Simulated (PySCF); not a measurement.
C4H9NSi2.
Z-matrix (Å and degrees, GFN2-xTB geometry), rows numbered from 1:
```
Si
Si  1  2.3142
N   2  1.7556  1  109.23
C   3  1.3682  2  127.49  1  -110.21
C   4  1.3610  3  109.63  2   176.45
C   5  1.4148  4  106.84  3    -0.14
C   6  1.3613  5  106.77  4    -0.08
H   1  1.4665  2  112.94  3    49.72
H   1  1.4671  2  112.50  3   -70.97
H   1  1.4658  2  110.65  3   169.72
H   2  1.4668  1  116.08  3  -115.83
H   2  1.4707  1  115.27  3   117.86
H   4  1.0722  3  120.25  2    -3.79
H   5  1.0725  4  126.81  3   179.69
H   6  1.0726  5  126.41  4   179.79
H   7  1.0729  3  120.30  2     3.78
```

Method used: PySCF, TDDFT CAM-B3LYP/def2-SVPD, vertical, gas phase, core orbitals frozen in the response.

```csv
state,E (eV),E (hartree),f,"main configurations (H = HOMO, L = LUMO)"
S1,5.49,0.2018,0.0021,"H→L (89%), H→L+2 (9%)"
S2,5.97,0.2194,0.0076,H→L+1 (76%)
S3,6.06,0.2226,0.019,H-1→L (82%)
S4,6.25,0.2295,0.062,"H→L+4 (56%), H→L+3 (29%)"
S5,6.39,0.2348,0.0087,H→L+2 (66%)
S6,6.50,0.2388,0.050,"H-1→L+1 (34%), H→L+3 (18%), H→L+5 (11%)"
S7,6.60,0.2424,0.028,"H-1→L+1 (41%), H→L+3 (21%), H→L+4 (18%)"
S8,6.70,0.2464,0.066,"H-1→L+4 (25%), H→L+3 (16%), H-1→L+2 (9%)"
```

Triplets, Tamm–Dancoff:

```json
{"state": "T1", "E (eV)": "4.27", "λ (nm)": "290.3", "main configurations (H = HOMO, L = LUMO)": "H→L+4 (68%)"}
{"state": "T2", "E (eV)": "5.31", "λ (nm)": "233.3", "main configurations (H = HOMO, L = LUMO)": "H-1→L+4 (38%), H→L (10%)"}
{"state": "T3", "E (eV)": "5.47", "λ (nm)": "226.8", "main configurations (H = HOMO, L = LUMO)": "H→L (75%)"}
```

The lowest singlet comes at 226 nm (530 kJ/mol) in the ultraviolet; it is very weak; its leading configuration is HOMO→LUMO (89%). The strongest level in the table is S8 at 6.70 eV (185 nm, f = 0.066). It is the last of those listed, so stronger ones may follow. Löwdin shares by element: HOMO carbon 84% (atoms not listed hold the other 16%); LUMO silicon 57%, hydrogen 17% or more (atoms not listed hold the other 26%). Of the 8 states listed, 5 reach f = 0.01 and none stays under 0.0005. The oscillator strengths of these states sum to 0.242; summed over the whole spectrum of an exact calculation they would give the number of electrons, 68 (Thomas–Reiche–Kuhn). Weighted by f, the mean energy of these states is 6.44 eV. The window holds the lowest 8 singlets.

One conformer stands for the species.
